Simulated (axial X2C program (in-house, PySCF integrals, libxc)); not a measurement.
Bond lengths and stretching modes, held linear, of OWO⁺

Calculated with an in-house all-electron X2C program for linear molecules (integrals from PySCF): two-component X2C with atomic mean-field Coulomb and Gaunt terms, Gaussian nuclei, basis O dyall-av3z, W dyall-v3z with contracted cores. Spin-free rows use the one-electron spin-free X2C Hamiltonian.

Masses O 15.995, W 183.951, O 15.995 u. States: 2c Ω = 1/2 (beyond evenly filled blocks: ω = -1/2, ω = -3/2, ω = 5/2); spin-free M_S = 1/2, Λ = 0 (beyond evenly filled blocks: σβ, δ+α, δ-α).

PBE0, spin-free: energies above the lowest point

| r(O–W) (Å) | r(W–O) (Å) | E (meV) |
| --- | --- | --- |
| 1.6848 | 1.6848 | 126.61 |
| 1.6848 | 1.7280 | 44.17 |
| 1.6848 | 1.7712 | 30.02 |
| 1.7280 | 1.6848 | 44.17 |
| 1.7280 | 1.7280 | 0.00 |
| 1.7280 | 1.7712 | 22.24 |
| 1.7280 | 1.8144 | 92.38 |
| 1.7712 | 1.6848 | 30.02 |
| 1.7712 | 1.7280 | 22.24 |
| 1.7712 | 1.7712 | 81.20 |
| 1.8144 | 1.7280 | 92.38 |
| 1.8144 | 1.8144 | 326.25 |

Task: Fit a quadratic surface with cubic terms in each bond: where is the minimum, and what are the two stretching wavenumbers?

Result: At PBE0, spin-free: bonds 1.731 and 1.731 Å; harmonic stretches 556.6 and 959.8 cm⁻¹; force constants 5.58, 5.58 and coupling 3.10 mdyn/Å.

The other levels and Hamiltonians give:

```json
{"Hamiltonian": "2c", "level": "PBE0", "r(O–W) (Å)": "1.730", "r(W–O) (Å)": "1.730", "lower stretch (cm⁻¹)": "563.2", "upper stretch (cm⁻¹)": "958.5"}
```

Each state is one determinant, the lowest of a limited PBE0 search; the stretches come from a fit to these few points and carry an uncertainty of a few per cent. Other orders of the atoms were not compared. Left out for rough or failed fits: HF 2c, LDA 2c, MP2 2c, HF spin-free, LDA spin-free, MP2 spin-free. The molecule was held linear; bending was not examined, so a bent shape may lie lower. Note: several unpaired electrons, one determinant need not be a pure state.
